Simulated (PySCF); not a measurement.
A structure optimised at B3LYP-D3(BJ)/def2-SVP, used in a PySCF frequency run:

```xyz
9

Si    -0.5250    -0.0807     0.7360
I     -0.4244     1.8026    -0.8615
I      1.4167    -1.5496     0.5116
O     -1.8554    -1.0013     0.4383
C     -3.1969    -0.5657     0.3059
H     -0.5297     0.5052     2.0986
H     -3.8172    -1.4430     0.0731
H     -3.5679    -0.1086     1.2402
H     -3.2988     0.1691    -0.5111
```
Charge 0, spin multiplicity 1.

Q: Write its SMILES and formula.

A: CO[SiH](I)I, CH4I2OSi

Q: What are its rotational constants (standard atomic weights)?

A: 1.5550, 0.46634, 0.36808 GHz
